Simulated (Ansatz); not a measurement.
The same path of CH4Al2ClN (9 atoms, charge 0, multiplicity 1) was run twice with different band settings. Made: N1–Al3.

Method: UKS BLYP/def2-SVP (Ansatz 0.2.0).

Relaxed end points:

```xyz
9
Properties=species:S:1:pos:R:3
N -1.384 -0.721 0.664
C -0.314 -0.121 0.208
Al 0.247 1.388 1.409
Al 0.456 -0.848 -1.501
Cl 2.179 -0.082 -2.492
H -1.697 -1.520 0.056
H -0.637 1.724 2.691
H 1.566 2.226 1.071
H -0.326 -2.093 -2.123
```

```xyz
9
Properties=species:S:1:pos:R:3
N -1.116 -0.040 0.550
C 0.047 -0.025 -0.054
Al 0.022 1.273 1.488
Al 0.610 -1.124 -1.619
Cl 2.526 -0.779 -2.456
H -1.912 -0.646 0.262
H 0.578 0.759 2.890
H -0.352 2.788 1.175
H -0.314 -2.253 -2.254
```

Common settings: movable images 7; climbing image yes; spring 5.0 eV/Å²; optimiser quadratic models (default); start path through a guess of the saddle point; end points relaxed.

| run | force threshold | iteration limit |
| --- | --- | --- |
| 1 | 0.03 eV/Å | 53 |
| 2 | 0.5 eV/Å | 57 |

Question: What does each run give, and how far can it be trusted?

Answer: Run 1: converged after 20 iterations, highest image 0.000 eV above the first end. The highest image is an end point: on this band no image between the ends rises above it. Inner images lie up to 0.006 eV below the lower end, so the ends aren't the lowest states on this path.
Run 2: converged after 10 iterations, highest image 0.000 eV above the first end. The highest image is an end point: on this band no image between the ends rises above it.
